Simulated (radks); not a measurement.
The numbers below are computed, except where a source is named.
Spherical quantum dot in the effective-mass picture: electrons in a hard-walled sphere of radius 2.28, all in effective atomic units (hartree* = m*/eps^2 hartree, bohr* = eps/m* bohr), one dielectric constant everywhere. Level of theory: non-relativistic Kohn-Sham, r2SCAN, spin-polarised, spherical densities, generalised Kohn-Sham scheme (a radial shooting solver with Libxc functionals). Levels are named by radial order and angular momentum (1s, 1p, 1d, 2s, ...), and open shells are averaged over m.

N = 11, configuration 1s2 1p6 1d(up 3, down 0). This is the lowest configuration that the search found. Occupied and some empty levels:

level    occupation  eigenvalue (hartree*)  <r> (bohr*)
1s up             1                 7.2806        1.350
1s down           1                 7.3834        1.330
1p up             3                 7.9910        1.469
1p down           3                 8.1275        1.460
1d up             3                 9.0740        1.553
1d down           0                 9.2339        1.551
2s up             0                 10.397        1.065
2s down           0                 10.468        1.085
1f up             0                 10.474        1.617
1f down           0                 10.648        1.617
2p up             0                 12.250        1.208
2p down           0                 12.329        1.212

Energy (hartree*): total 55.1591, kinetic 24.355, external 0, Hartree 37.412, exchange-correlation -6.6079.
